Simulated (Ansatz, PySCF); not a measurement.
This Ansatz (a quantum-chemistry and plane-wave program) input computes a CAM-B3LYP/def2-TZVPD energy:

Ansatz 0.2 input:
```yaml
crystal:
  periodic: [false, false, false]
  atoms:
    - {symbol: Ga, position_ang: [1.26005344, 0.41450614, 0.33433270]}
    - {symbol: I, position_ang: [-0.56240755, 1.59728327, -1.49759632]}
    - {symbol: I, position_ang: [-0.17460484, -1.83973025, 1.30204323]}
basis:
  gaussian:
    orbitals: def2-TZVPD
hamiltonian:
  xc: {name: CAM-B3LYP}
total_charge: -1
output: {forces: true}
```

Write an input for the same energy in PySCF and say what it gives.


```python
from pyscf import gto, scf, dft

mol = gto.M(
    atom='''
    Ga    1.26005344    0.41450614    0.33433270
    I    -0.56240755    1.59728327   -1.49759632
    I    -0.17460484   -1.83973025    1.30204323
    ''',
    basis='def2-tzvpd',
    ecp='def2-tzvp',
    charge=-1,
    spin=0,
    verbose=4,
)

mf = dft.RKS(mol, xc='camb3lyp').density_fit(auxbasis='def2-universal-jkfit')
mf.grids.level = 3
mf.conv_tol = 1e-9
mf.max_cycle = 100
mf.max_memory = 1500
mf.kernel()
if not mf.converged:
    mf = mf.newton()
    mf.kernel(mf.make_rdm1())
mf.analyze()
```
It gives -2520.59593 Eh, and Ansatz -2520.59590 Eh, a difference of 0.03 mEh, from the treatment of integrals and grids.
